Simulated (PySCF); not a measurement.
Static response to an electric field

Species: C7H9NO.
Atom-mapped SMILES: `[CH3:1][O:2][CH2:3][c:4]1[cH:5][cH:6][cH:7][n:8][cH:9]1` (hydrogens: H10, H11, H12 on C1; H13, H14 on C3; H15 on C5; H16 on C6; H17 on C7; H18 on C9)

Cartesian coordinates in Å at the GFN2-xTB level; atoms count from 1:
```xyz
18
C7H9NO angstrom
C     -3.0714    0.6098    0.5435
O     -1.7008    0.3485    0.6833
C     -1.0548    0.1379   -0.5498
C      0.4030   -0.1533   -0.3342
C      1.0759    0.3117    0.7885
C      2.4268    0.0377    0.9234
C      3.0549   -0.6878   -0.0772
N      2.4230   -1.1404   -1.1471
C      1.1344   -0.8831   -1.2667
H     -3.5869   -0.2207    0.0444
H     -3.4696    0.7307    1.5489
H     -3.2466    1.5271   -0.0334
H     -1.5267   -0.6982   -1.0910
H     -1.1530    1.0378   -1.1851
H      0.5351    0.8691    1.5375
H      2.9790    0.3823    1.7845
H      4.1098   -0.9233   -0.0255
H      0.6591   -1.2796   -2.1556
```

Level: PBE0/def2-SVPD (PySCF), static field, nuclei fixed, core orbitals frozen in the response. The polarisability tensor in these axes (au):

```
x   118.74 -10.61   3.81
y   -10.61  70.04  12.75
z     3.81  12.75  86.72
```

**Question.** Diagonalise the tensor; give its mean and Δα, where Δα² is half the sum of the squared differences of the eigenvalues.

**Answer.** Principal values 60.99, 93.52 and 120.99 au; mean 91.83 au = 13.61 Å³ = 15.14 × 10⁻⁴⁰ C²·m²/J; Δα = 52.02 au (57 % of the mean).

**Question.** What is the dipole moment, and where does it point?

**Answer.** (-2.14, 1.37, 0.59) D, 2.60 D in size, pointing from the negative to the positive side. Measured along this direction, the outermost atoms are H17 at the negative end and H11 at the positive end.

**Question.** What depolarisation ratio follows for Rayleigh scattering of linearly polarised light, taking the static tensor?

**Answer.** ρ = 3Δα²/(45ᾱ² + 4Δα²) = 8118.6/(379501 + 10824.8) = 0.0208.

**Question.** In a dilute gas of rigid molecules at 273 K, how does the orientational term μ²/3kT compare with the electronic polarisability?

**Answer.** In Gaussian units μ²/3kT = 59.94 Å³ against 13.61 Å³, a ratio of 4.40; the Debye molar polarisation (4π/3)N_A(α + μ²/3kT) is 185.5 cm³/mol, leaving out the vibrational part.

**Question.** In TDDFT the mean static polarisability is Σ f/ω² over all singlet excitations (ω in hartree). How much of it do the 6 lowest give? Their energies (eV) and oscillator strengths: 4.88, 0.0040; 5.16, 0.0001; 5.52, 0.0487; 6.12, 0.0593; 6.24, 0.0100; 6.59, 0.0062.

**Answer.** They add up to 2.78 au, 3.0 % of the 91.83 au; the largest single term is 1.18 au, from the state at 5.52 eV. Terms in order: 0.13, 0.00, 1.18, 1.17, 0.19, 0.11 au. Higher excitations give the rest. The strengths listed sum to 0.128.

**Question.** Find the Langevin capture rate constant for NO+ (29.998 u) meeting this molecule (123.068 u), k = 2.342 × 10⁻⁹ cm³/s × √(α in Å³ / reduced mass in u).

**Answer.** The reduced mass is 24.12 u, so k = 1.76 × 10⁻⁹ cm³/s. The formula leaves out the permanent dipole, which adds to the capture rate.

**Question.** Traceless (Buckingham) quadrupole moment about the centre of nuclear charge: eigenvalues?

**Answer.** -8.67, -4.35, 13.01 D·Å. The values depend on the origin, since the dipole doesn't vanish. The electronic extent ⟨r²⟩ about the same centre is 1442 bohr², a root-mean-square distance of 2.47 Å for the 66 electrons.

Geometry: GFN2-xTB, one conformer, isolated molecule.
